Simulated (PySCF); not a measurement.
## From orbital energies to excitation energies

Species: C₇H₁₀N₂.
SMILES: `CCc1nnccc1C`

Level of theory: TDDFT B3LYP/def2-SVPD, vertical, gas phase, core orbitals frozen in the response (PySCF 2.14.0, density-fitted response routines). Isolated species at its PBE0-D3(BJ)/def2-SVP geometry (one conformer only). Torsions of this conformer, `[CH3:1][CH2:2][c:3]1[n:4][n:5][cH:6][cH:7][c:8]1[CH3:9]`: C1–C2–C3–N4 0°.

Orbital energies (eV): HOMO-3 -8.47, HOMO-2 -8.26, HOMO-1 -7.66, HOMO -6.21, LUMO -1.40, LUMO+1 -0.90, LUMO+2 0.15.

Q: Among the lowest singlets, which states do these configurations lead, and at what energies: HOMO-1→LUMO, HOMO→LUMO+1, HOMO→LUMO, HOMO→LUMO+2, HOMO-3→LUMO+1, HOMO-3→LUMO?

A: 

```csv
state,leading configuration,weight,Δε (eV),E (eV),E − Δε (eV),f,other configurations
S1,HOMO→LUMO,1.00,4.81,3.51,-1.30,0.0029,–
S2,HOMO→LUMO+1,1.00,5.31,3.98,-1.33,0.0000,–
S3,HOMO-1→LUMO,0.68,6.26,5.51,-0.75,0.026,H-2→L+1 (20%)
S4,HOMO→LUMO+2,0.96,6.36,5.68,-0.68,0.0059,–
S5,HOMO-3→LUMO,0.99,7.06,5.70,-1.36,0.0001,–
S7,HOMO-3→LUMO+1,0.99,7.56,6.21,-1.36,0.0040,–
```

E − Δε runs from -1.36 to -0.68 eV. Among themselves, these states come in the order of their orbital differences. Δε is the difference of the two orbital energies.

H and L stand for HOMO and LUMO. The other states: S6 6.17 eV, f 0.021, H-1→L+1 (52%), H-2→L (30%), H-1→L (9%); S8 6.30 eV, f 0.021, H→L+3 (89%); S9 6.51 eV, f 0.015, H→L+4 (89%); S10 6.96 eV, f 0.456, H-2→L (55%), H-1→L+1 (31%).

Q: Pair triplets and singlets of the same leading configuration (75% or more in both) and give the splittings.

A: 

| configuration | triplet | E(T) (eV) | singlet | E(S) (eV) | E(S) − E(T) (eV) |
| --- | --- | --- | --- | --- | --- |
| HOMO→LUMO | T1 | 2.80 | S1 | 3.51 | +0.71 |
| HOMO→LUMO+1 | T2 | 3.64 | S2 | 3.98 | +0.34 |

The 4 triplets are Tamm–Dancoff values, the singlets full response.

Summed over the main configurations (up to three a state, each over 8%) of all 10 singlets, the electron leaves HOMO with weight 4.74, HOMO-3 with weight 1.98, HOMO-1 with weight 1.61 and HOMO-2 with weight 1.05.

All these states lie below the vertical ionisation energy of 8.39 eV (ΔSCF).
